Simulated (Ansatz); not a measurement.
Computed with Ansatz on PBE0-D4/def2-TZVP structures; ΔE is electronic, products minus reactants. CCSD(T)/CBS adds triple-zeta CCSD(T) − MP2 to the extrapolated MP2 energy (def2 sets, frozen cores). Functionals use def2-TZVPP. One conformer a species, not always the lowest.

Reaction (formal exchange of groups at the Si–S bond): `C=CS[Si](F)(F)F` + propene → `F[SiH](F)F` + `C=CCSC=C`

| level | ΔE (kJ/mol) | difference from CCSD(T)/CBS |
| --- | --- | --- |
| PBE0-D4 | 90.5 | 3.5 |
| ωB97X-V | 90.5 | 3.5 |
| PBE | 85.6 | -1.4 |
| PBE0 | 89.7 | 2.7 |
| HF/def2-TZVPP | 92.9 | 5.9 |
| MP2/def2-TZVPP | 82.5 | -4.5 |
| CCSD(T)/def2-TZVPP | 85.7 | -1.3 |
| MP2/def2-QZVPP | 83.0 | -4.0 |
| MP2/CBS(def2) | 83.9 | -3.1 |
| CCSD/CBS(def2) | 89.0 | 2.0 |
| CCSD(T)/CBS | 87.0 | 0 |

Largest T1 diagnostic among the species: 0.012.

In def2-TZVPP, CCSD(T) changes the Hartree–Fock value by −7.2 kJ/mol (the triples alone add −2.0 kJ/mol) and MP2 by −10.3 kJ/mol. From PBE to PBE0 (25 % exact exchange), in def2-TZVPP and without D4, ΔE moves by +4.1 kJ/mol.
